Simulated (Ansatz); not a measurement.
Two structures of AlNH$_{4}$Cl$_{2}$, singlet, reached by relaxing down either side of one saddle point (PBE0-D4/def2-TZVP). Energies are electronic, without zero-point energy. Computed with Ansatz 0.2.0 (basis: def2-TZVPP and def2-QZVPP); correlated methods freeze the cores. Extrapolation: Hartree–Fock as exp(−7.88 √X), correlation as X^−2.97. First:

```xyz
8
angstrom
Al -0.6157 -0.4190 -0.0280
N 0.4325 0.0235 1.3027
Cl -0.3044 -2.2151 -1.0438
Cl -2.3240 0.7115 -0.4262
H 0.8764 0.8939 -1.3702
H 0.4302 0.7079 -1.9478
H 0.2880 0.8215 1.8986
H 1.2169 -0.5245 1.6146
```

Second:

```
atom    x (Å)    y (Å)    z (Å)
 Al1  -0.5363  -0.1920  -0.8439
  N2   0.6424   0.2884   0.7340
 Cl3  -0.3717  -2.3149  -0.7447
 Cl4  -2.3825   0.5987  -0.1297
  H5   1.4258   0.8823   0.4803
  H6   0.1285   0.5277  -2.0800
  H7   0.0859   0.7730   1.4329
  H8   1.0079  -0.5634   1.1510
```

(1) Which bonds change from the first to the second?

(2) Give the saddle point's structure and its height above each. (An estimate is asked for; the value comes from the calculation.)

No T1 diagnostic of these runs exceeds 0.010. The end structure is not quite a true minimum (one mode of 75i cm⁻¹).

## Answers

(1) AlNH₂Cl₂ ([NH2][Al]([Cl])[Cl]) + H₂ → AlHCl₂ ([Cl][AlH][Cl]) + NH₃ (still joined by a long Al–N bond); bonds formed: Al1–H6, N2–H5; bonds broken: H5–H6; bonds weakened to dative contacts: Al1–N2.

(2) Computed: 20.90 kcal/mol above the first and 36.97 kcal/mol above the second (CCSD(T) at an estimated basis limit (MP2 extrapolated from triple and quadruple zeta, plus CCSD(T) − MP2 in triple zeta)).
| atom | x (Å) | y (Å) | z (Å) |
| --- | --- | --- | --- |
| Al1 | -0.6230 | -0.3391 | -0.4307 |
| N2 | 0.5804 | 0.2149 | 0.8791 |
| Cl3 | -0.4317 | -2.3318 | -1.0362 |
| Cl4 | -2.4760 | 0.6306 | -0.4110 |
| H5 | 0.8362 | 0.6696 | -0.4387 |
| H6 | 0.5112 | 0.6459 | -1.3891 |
| H7 | 0.3376 | 0.9271 | 1.5551 |
| H8 | 1.2654 | -0.4174 | 1.2714 |

Labels in which every atom is bracketed show which atoms are joined, not bond orders.

For scale, one of the runs: CCSD(T)/def2-TZVPP, 213 basis functions, launched by `ansatz run in.yaml --threads 4 --pin off --events-out ev --progress --plain --max-ram 9574MiB`. Time: 45 s of wall clock on 4 CPU threads of an Arm Neoverse V2; the host was shared. Peak host memory: 2.8 GiB.
